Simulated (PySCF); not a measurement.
Si(H)3(nPr) (C3H10Si), SMILES CCC[SiH3]. The structure is a stationary point at PBE-D3(BJ)/def2-SVP. Other conformers were not sampled.

Method: PBE-D3(BJ)/def2-SVP in PySCF.

Harmonic wavenumbers (cm⁻¹): 95, 141, 176, 254, 333, 498, 574, 713, 726, 810, 888, 890, 912, 917, 989, 1033, 1068, 1171, 1186, 1275, 1309, 1346, 1381, 1414, 1419, 1428, 2151, 2158, 2162, 2955, 2963, 2964, 2994, 3017, 3050, 3056. Rotational constants (GHz): 19.92, 2.202, 2.112; symmetry number 1.

Work out the zero-point energy and the ideal-gas rigid-rotor harmonic-oscillator thermochemistry at 298.15 K and 1 atm.

ZPE = ½ Σ hcν = ½ × 50417 cm⁻¹ = 301.56 kJ/mol. H − E(el) = 321.88 kJ/mol. Entropy in J/(mol K): translation 162.46, rotation 107.34, vibration 61.20, total 331.00. G − E(el) = 223.19 kJ/mol. Cp = 108.55 J/(mol K). Modes under 150 cm⁻¹ make the vibrational entropy uncertain.
